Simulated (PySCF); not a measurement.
Pb(Br)(OH), HBrOPb, SMILES [OH][Pb][Br] at its B3LYP/def2-SVP optimised geometry (Å):

```
4

Pb    -0.7507    -1.1914     0.0000
Br     1.9064    -1.1914     0.0000
O     -0.9764     0.9164     0.0000
H     -1.9064     1.1914     0.0007
```

Method: PySCF with B3LYP/def2-TZVP, def2 effective core potentials past Kr. The core electrons that the potentials of Pb replace are not part of the density.

Map of the Laplacian of the electron density (e/bohr⁵) on the plane z = 1.5 Å:

```
|000000000000000000000000000|
|000000000000000000000000000|
|000000000000000000000000000|
|000000000000000000000000000|
|000000000000000000000000000|
|000000000000000000000000000|
|000000000000000000000000000|
|000000001111000000000000000|
|000000011222100000000000000|
|000000012333210000000000000|
|000000113443210000000000000|
|000000112443210000000000000|
|000000012333210000111000000|
|000000012233211111222110000|
|000000012344321123344321000|
|000000123566532234566431000|
|000000124689743345788642100|
|000000124799853346898642100|
|000000124688643335787632100|
|000000113455432234565421000|
|000000012233321122333211000|
|000000001111111011122110000|
|000000000000000000010000000|
|000000000000000000000000000|
|000000000000000000000000000|
|000000000000000000000000000|
|000000000000000000000000000|
```
Scale: ten equal steps from 0.000 (start of '0') to 0.036 (end of '9'), in the order '0123456789'; x runs from -4.00 to 4.00, y from -4.00 (bottom) to 4.00 (top).
